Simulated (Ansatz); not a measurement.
The first iterations of a band of C₂H₈AlFOSi (14 atoms, charge 0, multiplicity 1).

Level of theory: RKS PBE-D4/STO-3G in Ansatz.

```
movable images  : 3
climbing image  : yes
spring          : 5.0 eV/Å²
optimiser       : quadratic models (default)
start path      : through a guess of the saddle point
force threshold : 0.03 eV/Å
iteration limit : 60
end points      : relaxed
```

Initial state:

```xyz
14
Properties=species:S:1:pos:R:3
C -1.516 1.308 -0.079
O -2.293 0.100 0.133
Si -1.169 -1.253 0.366
F -2.069 -2.535 -0.190
Al 0.794 -0.677 -0.762
C 2.309 -0.011 0.217
H -2.182 2.097 -0.502
H -1.049 1.734 0.851
H -0.652 1.182 -0.815
H -1.053 -1.470 1.825
H 0.925 -0.882 -2.259
H 2.085 0.247 1.265
H 3.122 -0.759 0.238
H 2.735 0.891 -0.258
```

Final state:

```xyz
14
Properties=species:S:1:pos:R:3
C -1.474 1.375 0.514
O -1.905 0.402 -0.488
Si -1.215 -1.170 -0.074
F -2.037 -2.154 -1.135
Al 1.108 -1.320 -0.236
C 2.200 0.243 -0.492
H -1.931 2.357 0.250
H -1.801 1.129 1.560
H -0.362 1.533 0.555
H -1.703 -1.489 1.290
H 1.788 -2.672 -0.120
H 1.685 1.047 -1.045
H 2.498 0.674 0.482
H 3.135 0.017 -1.032
```

| iteration | highest image above the first end (eV) | largest band force component (eV/Å) |
| --- | --- | --- |
| 1 | 2.264 | 9.191 |
| 2 | 0.168 | 1.824 |

Question: Does the band converge within its limit, and where does its top end?

Answer: It converged. It ended after 7 iterations with the highest image 0.022 eV above the first end. The highest image is an end point: on this band no image between the ends rises above it. So few images can step over the top or miss a turn of the path. Limits of this set-up: minimal basis.

Time of the run: 83 s on 1 thread of Arm Neoverse V1 (shared host), peak memory 0.11 GiB.
